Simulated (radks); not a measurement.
Coulomb parameter of the 4d shell of the ruthenium ion Ru3+ in the model configuration [Kr] 4d3.5 5p1.5, as a second difference U = [E(n + 0.5) + E(n - 0.5) - 2 E(n)] / (0.5)^2 with all orbitals relaxed. "Bare": the charge of the atom changes with n. "Screened": the 5p shell takes up the change at fixed total charge, which measures U(4d,4d) + U(5p,5p) - 2 U(4d,5p). Calculated with a radial shooting solver on a logarithmic mesh with Libxc functionals: scalar-relativistic Kohn-Sham, PBE, spin-unpolarised, spherical densities, finite nucleus; Fermi nuclear charge, rms radius 4.4809 fm.

| case | configuration | E - E(n) (eV) |
|---|---|---|
| start | [Kr] 4d3.5 5p1.5 | 0.000 |
| bare +0.5 | [Kr] 4d4 5p1.5 | -20.539 |
| bare -0.5 | [Kr] 4d3 5p1.5 | 24.115 |
| screened +0.5 | [Kr] 4d4 5p1 | -9.381 |
| screened -0.5 | [Kr] 4d3 5p2 | 10.098 |

U(bare) = 14.305 eV, U(screened by 5p) = 2.866 eV, against the Slater integral F0(4d,4d) = 17.972 eV with frozen orbitals.
